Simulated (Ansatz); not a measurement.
The same path of C₂H₆O₂Si (11 atoms, charge 0, multiplicity 1) was run 3 times with different band settings. The coordinate that changes most is the dihedral H7–Si3–C4–O5.

The calculation used RHF/cc-pVDZ (Ansatz 0.2.0).

Relaxed end points:

```xyz
11
Properties=species:S:1:pos:R:3
O -1.113 2.146 0.372
C 0.022 2.036 0.018
Si 0.805 0.281 -0.233
C -0.553 -0.981 0.160
O 0.000 -2.265 -0.026
H 0.621 2.954 -0.163
H 1.971 0.154 0.680
H 1.279 0.176 -1.638
H -1.411 -0.806 -0.498
H -0.902 -0.831 1.187
H -0.654 -2.921 0.161
```

```xyz
11
Properties=species:S:1:pos:R:3
O -0.895 2.075 0.727
C 0.247 1.807 0.511
Si 0.668 0.315 -0.654
C -0.530 -1.091 -0.228
O -0.172 -1.539 1.061
H 1.045 2.427 0.968
H 2.085 -0.092 -0.470
H 0.462 0.781 -2.053
H -0.469 -1.897 -0.969
H -1.551 -0.696 -0.251
H -0.824 -2.146 1.380
```

Common settings: movable images 7; climbing image yes; spring 5.0 eV/Å²; optimiser quadratic models (default); start path IDPP; end points relaxed.

| run | force threshold | iteration limit |
| --- | --- | --- |
| 1 | 0.05 eV/Å | 60 |
| 2 | 0.05 eV/Å | 10 |
| 3 | 0.5 eV/Å | 60 |

(1) What does each run give, and how far can it be trusted?

## Answers

(1) Run 1: converged after 7 iterations, highest image 0.071 eV above the first end. A vibrational analysis at the climbing image gives one clearly imaginary mode, 87i cm⁻¹: a first-order saddle point.
Run 2: converged after 7 iterations, highest image 0.071 eV above the first end. Another band between the same ends (7 images) ends at a top of the same energy, where a vibrational analysis finds 1 clearly imaginary mode.
Run 3: converged after 2 iterations, highest image 0.082 eV above the first end. The threshold of 0.5 eV/Å is loose, so the images may lie well off the minimum-energy path. The order of the stationary point at the top wasn't checked.
